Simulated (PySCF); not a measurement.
**A search over the determinants of TlBr**

Unrestricted PBE0; PySCF, spin-free X2C with a Gaussian nucleus, basis sets Tl x2c-TZVPPall, Br x2c-TZVPPall. Outer shells of the fragments: Tl 5d10 6s2 6p1; Br 3d10 4s2 4p5.

Followed along the bond (rough minima from three points):

```tsv
2Ms+1	unpaired	⟨S²⟩ at the start	R at minimum (Å)	Te (eV)
1	none	0.00	2.64	0.00
3	σ ↑, π ↑	2.01	none in the scan	≤ 3.85
```

Solutions found at the starting distance of 2.545 Å, counted from the lowest of them; the search is not exhaustive and high or unbound solutions are not listed, so other states can lie among these:

| 2Ms+1 | unpaired | term | E (eV) | ⟨S²⟩ | ⟨Lz²⟩ | μ (D) |
| --- | --- | --- | --- | --- | --- | --- |
| 1 | none | mixed | 0.00 | 0.00 | 0.66 | -3.84 |
| 3 | σ ↑, π ↑ | mixed | 3.84 | 2.01 | 1.67 | -0.89 |
| 1 | σ ↑, π ↓ | mixed | 4.09 | 1.01 | 1.67 | -0.54 |
| 3 | π ↑↑ | mixed | 4.89 | 2.01 | 2.67 | 2.53 |
| 3 | π ↑↑ | mixed | 5.02 | 2.01 | 2.67 | 2.61 |
| 3 | σ ↑↑ | mixed | 5.45 | 2.00 | 0.66 | 0.38 |
| 3 | σ ↑, π ↑ | mixed | 6.47 | 2.00 | 1.67 | 3.16 |

A term symbol is given only where ⟨S²⟩ and ⟨Lz²⟩ are close to those of a pure state; real π, δ and φ orbitals otherwise mix terms. A positive dipole means Tl(−)Br(+).

The measured ground state is X ¹Σ+ (Huber and Herzberg, Constants of Diatomic Molecules (1979)).

Spin–orbit coupling is left out, which matters for elements this heavy, above all for dissociation energies. Counting both spins, an empty level lies below a filled one in some of these solutions, because spin and occupation are held.
